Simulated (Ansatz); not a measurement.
Job for Ansatz (a quantum-chemistry and plane-wave program): R-PBE0/def2-TZVPPD on H4O4Si (SMILES O[Si](O)(O)O). The basis file is the Basis Set Exchange's JSON of that set.

Ansatz 0.2 input:
```yaml
crystal:
  periodic: [false, false, false]
  atoms:
    - {symbol: Si, position_ang: [0.00000000, -0.00000028, -0.00000000]}
    - {symbol: O, position_ang: [1.04263130, 0.87032910, 0.91126907]}
    - {symbol: H, position_ang: [0.71420487, 1.21525741, 1.74536883]}
    - {symbol: O, position_ang: [-0.91126947, -0.87032893, 1.04263146]}
    - {symbol: H, position_ang: [-1.74536937, -1.21525743, 0.71420565]}
    - {symbol: O, position_ang: [-1.04263130, 0.87032910, -0.91126907]}
    - {symbol: H, position_ang: [-0.71420487, 1.21525740, -1.74536883]}
    - {symbol: O, position_ang: [0.91126947, -0.87032893, -1.04263146]}
    - {symbol: H, position_ang: [1.74536937, -1.21525744, -0.71420565]}
basis:
  gaussian:
    orbitals: def2-TZVPPD.json
hamiltonian:
  xc: {name: PBE0}
scf: {lower_state_search: off}
```

It printed:

```
WARN ansatz: RAYON_NUM_THREADS=4 ignored (pool sized by the plan → 4); use --threads N
Functional definition: PBE0
these checks for a lower state are left out or cut short: stability, starts, cluster_reference, orbital_swaps, neighbouring_geometries, increment
integrals: 0.24 GiB planned
1294 factors; their error is unknown
mean field: 2.03 GiB planned
mean field evaluation 1: about -16115.1945 eV, gradient 9.6e1 eV
mean field evaluation 2: about -16098.9853 eV, gradient 1.4e2 eV
mean field evaluation 4: about -16129.0400 eV, gradient 3.7e-1 eV
mean field evaluation 8: about -16129.0805 eV, gradient 2.8e-1 eV
mean field evaluation 16: about -16129.0806 eV, gradient 9.4e-6 eV
mean field -16129.08060893 eV, -592.7327796948 hartree, gradient 9.3e-6 eV, S^2 0.000000; 0 other end points of the search recorded, 0 dependent functions left out
reference -16129.08065570 eV, -592.7327814135 hartree; 25, 25 occupied and 251, 251 virtual orbitals, 1294 factors
Total energy: -16129.08065570 eV, -592.7327814135 hartree
Checks for a lower state left out: stability, starts, cluster_reference, orbital_swaps, neighbouring_geometries, increment
```

The run converged.

Cost: very roughly 4 core-seconds.
